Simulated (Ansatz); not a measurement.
C6H15B, charge -1, doublet, at a GFN2-xTB geometry (a state made from the parent by changing its charge; the spin is typed, not shown lowest) (a gas-phase anion, which may not be bound at this level). Base run: BLYP/cc-pVDZ (Ansatz, a first-principles code).

Here is a job for Ansatz.
Ansatz 0.2 input:
```yaml
crystal:
  periodic: [false, false, false]
  atoms:
    - {symbol: B, position_ang: [-0.19978137, -0.26170281, -0.08144368]}
    - {symbol: C, position_ang: [0.98735513, 0.43979404, -0.96543347]}
    - {symbol: C, position_ang: [1.89190619, -0.54739139, -1.72856220]}
    - {symbol: H, position_ang: [1.65434692, 1.04917240, -0.33415062]}
    - {symbol: H, position_ang: [0.57458635, 1.12709762, -1.71980173]}
    - {symbol: H, position_ang: [1.29774661, -1.14502908, -2.42080795]}
    - {symbol: H, position_ang: [2.37706642, -1.23211878, -1.03268588]}
    - {symbol: H, position_ang: [2.67831123, -0.04343655, -2.30848115]}
    - {symbol: C, position_ang: [-1.71978599, 0.05363465, -0.58527780]}
    - {symbol: C, position_ang: [-2.19850390, 1.49923033, -0.31907725]}
    - {symbol: H, position_ang: [-2.45331234, -0.61083677, -0.10260282]}
    - {symbol: H, position_ang: [-1.82698516, -0.11985892, -1.66651244]}
    - {symbol: H, position_ang: [-1.53619505, 2.20851611, -0.81452781]}
    - {symbol: H, position_ang: [-2.17200957, 1.70806842, 0.74972602]}
    - {symbol: H, position_ang: [-3.22205742, 1.68573466, -0.67607508]}
    - {symbol: C, position_ang: [0.01094867, -0.19021484, 1.54064112]}
    - {symbol: C, position_ang: [1.06543758, -1.16737008, 2.08239078]}
    - {symbol: H, position_ang: [-0.93188535, -0.40343435, 2.06420289]}
    - {symbol: H, position_ang: [0.32048244, 0.81657722, 1.88459293]}
    - {symbol: H, position_ang: [2.03108834, -0.96853106, 1.61847153]}
    - {symbol: H, position_ang: [0.78850969, -2.19579978, 1.84644326]}
    - {symbol: H, position_ang: [1.19506770, -1.09370347, 3.17134023]}
basis:
  gaussian:
    orbitals: cc-pVDZ
hamiltonian:
  xc: blyp
total_charge: -1
magnetization: {spin_polarized: true, initial_magnetization: 1}
```

The base run was repeated with changes; each row names its change, and settings that it needs were set with it.

```tsv
change	basis functions	E (Eh)	core-seconds (rough)
base	173	-262.29023	10
basis = STO-3G	[?]	[?]	3
basis = 6-31G	93	-262.22341	8
basis = 6-31G*	135	-262.27679	9
basis = 6-31+G*	[?]	[?]	20
basis = pcseg-1	173	-262.25853	10
basis = 6-31G**	180	-262.29984	10
basis = 6-311G**	216	-262.38255	20
basis = 6-311++G**	259	-262.39912	40
basis = def2-SVPD	[?]	[?]	30
basis = aug-cc-pVDZ	296	-262.34128	70
basis = aug-pcseg-1	296	-262.28665	80
basis = def2-TZVP	[?]	[?]	30
```

Problem. What belongs in the gaps?

Solution. 
- basis = STO-3G, basis functions: 50
- basis = STO-3G, E (Eh): -259.02493
- basis = 6-31+G*, basis functions: 163
- basis = 6-31+G*, E (Eh): -262.32109
- basis = def2-SVPD, basis functions: 260
- basis = def2-SVPD, E (Eh): -262.13692
- basis = def2-TZVP, basis functions: 307
- basis = def2-TZVP, E (Eh): -262.41277

Totals compare only among sets that treat the same electrons; sets with core potentials leave the core out.

A gas-phase anion may not be bound at this level; its values then depend on the basis.
